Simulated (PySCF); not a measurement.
Parent: `[S:1]=[CH:2][c:3]1[n:4][cH:5][cH:6][cH:7][n:8]1` with S1–C2–C3–N4 180°, C5H4N2S.

Theory: PBE0-D3(BJ)/def2-SVP geometry optimisation, gas phase in PySCF 2.14.0. One conformer each, not checked by frequencies here.

```
coordinate of the parent    value
                   S1=C2  1.614 Å
                   C2–C3  1.478 Å
                   C3–N4  1.339 Å
                   N4–C5  1.328 Å
                   C5–C6  1.392 Å
                   C6–C7  1.396 Å
                   C7–N8  1.324 Å
                   C3–N8  1.335 Å
                S1–C2–C3   126.4°
                C2–C3–N4   114.8°
                C2–C3–N8   119.5°
                N4–C3–N8   125.8°
                C3–N4–C5   116.9°
                N4–C5–C6   122.0°
                C5–C6–C7   116.2°
                C6–C7–N8   122.3°
                C3–N8–C7   116.8°
```

Problem. How does the shared frame change in `[SiH3:1][c:2]1[cH:3][n:4][c:5]([CH:6]=[S:7])[n:8][cH:9]1` with N4–C5–C6–S7 0°, C5H6N2SSi? Atoms pair as S1 = S7, C2 = C6, C3 = C5, N4 = N8, C5 = C9, C6 = C2, C7 = C3, N8 = N4 (parent first).

Solution. 
```
  parent  relative  value in the relative  change
   S1=C2     S7=C6                1.614 Å   0.000
   C2–C3     C6–C5                1.477 Å  -0.001
   C3–N4     C5–N8                1.338 Å  -0.001
   N4–C5     N8–C9                1.327 Å  -0.001
   C5–C6     C9–C2                1.402 Å  +0.010
   C6–C7     C2–C3                1.405 Å  +0.009
   C7–N8     C3–N4                1.323 Å  -0.001
   C3–N8     C5–N4                1.335 Å   0.000
S1–C2–C3  S7–C6–C5                 126.3°    -0.1
C2–C3–N4  C6–C5–N8                 114.9°    +0.1
C2–C3–N8  C6–C5–N4                 119.6°    +0.1
N4–C3–N8  N8–C5–N4                 125.5°    -0.3
C3–N4–C5  C5–N8–C9                 116.9°     0.0
N4–C5–C6  N8–C9–C2                 123.1°    +1.1
C5–C6–C7  C9–C2–C3                 114.4°    -1.8
C6–C7–N8  C2–C3–N4                 123.3°    +1.0
C3–N8–C7  C5–N4–C3                 116.8°     0.0
```

Of the parent's bonds, C5–C6 and C6–C7 change most and about equally (+0.009 to +0.010 Å). Bonds of the relative outside the shared frame: Si1–C2 1.882 Å.
